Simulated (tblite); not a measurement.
C₂H₉FN₂Si₂.
Cartesian coordinates in Å at the GFN2-xTB level; atoms count from 1:
```xyz
16
C2H9FN2Si2 angstrom
C     -2.008   -0.479    0.656
N     -0.724   -0.146    0.107
C      0.372   -0.961    0.587
Si     1.962   -0.381   -0.266
F      3.109   -0.043    0.825
N      1.320    1.043   -0.958
Si    -0.385    1.304   -0.733
H     -2.769    0.154    0.206
H     -2.253   -1.526    0.447
H     -2.034   -0.336    1.744
H      0.459   -0.879    1.680
H      0.149   -2.014    0.376
H      2.607   -1.303   -1.184
H      1.867    1.689   -1.495
H     -0.588    2.555    0.015
H     -1.092    1.329   -2.018
```

Computed values, GFN2-xTB/tblite, gas phase, harmonic and unscaled. Against measured fundamentals such values can be off by several per cent, at times by over 20. Modes of hydrogen on silicon can be 10 to 20 % off. One conformer, not necessarily the lowest.

Harmonic wavenumbers (cm⁻¹): 68.8, 86.8, 123.0, 169.7, 217.0, 237.3, 301.1, 354.4, 363.0, 398.0, 492.3, 551.0, 578.1, 665.3, 675.6, 694.7, 762.6, 785.8, 816.9, 828.9, 842.5, 954.0, 1048.2, 1106.8, 1142.3, 1171.8, 1202.1, 1214.1, 1341.2, 1421.5, 1486.4, 1493.7, 1509.2, 2168.9, 2227.2, 2342.9, 2854.8, 2886.2, 2908.5, 2931.2, 3031.6, 3534.8.

A = 3131, B = 1343, C = 1034 MHz; mass 136.029 u (most abundant isotopes); point group C1, symmetry number 1.

**Question.** Zero-point energy?

**Answer.** ½Σν̃ = 24995 cm⁻¹ = 71.47 kcal/mol.

**Question.** What is S at 273.15 K and 1 bar for an ideal gas of classical rigid rotors and harmonic oscillators?

**Answer.** Translation 40.23, rotation 28.43, vibration 23.62: S = 92.3 cal/(mol K).

**Question.** And Cp and H(273.15 K) − H(0)?

**Answer.** Cp = 34.92 cal/(mol K), of which vibrations give 26.97 (their classical limit is 42 R = 83.5); H(273.15 K) − H(0) = 5.78 kcal/mol without the zero-point energy, 3.61 from vibrations.

**Question.** What must be added to the electronic energy to get the Gibbs energy at 273.15 K and 1 bar?

**Answer.** ZPE + [H(273.15 K) − H(0)] − T·S = 71.47 + 5.78 − 25.21 = 52.04 kcal/mol.

**Question.** Which modes carry the vibrational entropy at 273.15 K?

**Answer.** 68.8 cm⁻¹: 4.02; 86.8 cm⁻¹: 3.56; 123.0 cm⁻¹: 2.88; 169.7 cm⁻¹: 2.28; 217.0 cm⁻¹: 1.83; 237.3 cm⁻¹: 1.67 cal/(mol K); the other 36 give 7.39 together.

**Question.** How do the functions run with temperature in this model?

**Answer.** 
```json
{"T (K)": "150", "S (cal/(mol K))": "75.3", "Cp (cal/(mol K))": "22.8", "H − H(0) (kcal/mol)": "2.22", "G − H(0) (kcal/mol)": "-9.08", "ln q(vib)": "2.30"}
{"T (K)": "250", "S (cal/(mol K))": "89.3", "Cp (cal/(mol K))": "32.7", "H − H(0) (kcal/mol)": "5.00", "G − H(0) (kcal/mol)": "-17.32", "ln q(vib)": "4.67"}
{"T (K)": "298.15", "S (cal/(mol K))": "95.4", "Cp (cal/(mol K))": "37.2", "H − H(0) (kcal/mol)": "6.68", "G − H(0) (kcal/mol)": "-21.77", "ln q(vib)": "5.84"}
{"T (K)": "400", "S (cal/(mol K))": "107.6", "Cp (cal/(mol K))": "45.6", "H − H(0) (kcal/mol)": "10.91", "G − H(0) (kcal/mol)": "-32.12", "ln q(vib)": "8.33"}
{"T (K)": "600", "S (cal/(mol K))": "128.5", "Cp (cal/(mol K))": "57.7", "H − H(0) (kcal/mol)": "21.32", "G − H(0) (kcal/mol)": "-55.79", "ln q(vib)": "13.09"}
{"T (K)": "900", "S (cal/(mol K))": "154.2", "Cp (cal/(mol K))": "68.9", "H − H(0) (kcal/mol)": "40.46", "G − H(0) (kcal/mol)": "-98.35", "ln q(vib)": "19.67"}
```

q(vib) and H(0) count from the zero-point level.

Hindered rotation and anharmonicity are outside this model. Other conformers, if any are populated, would add a mixing term that is left out. The structure is chiral; the term R ln 2 for an equal mix with its mirror image is left out.
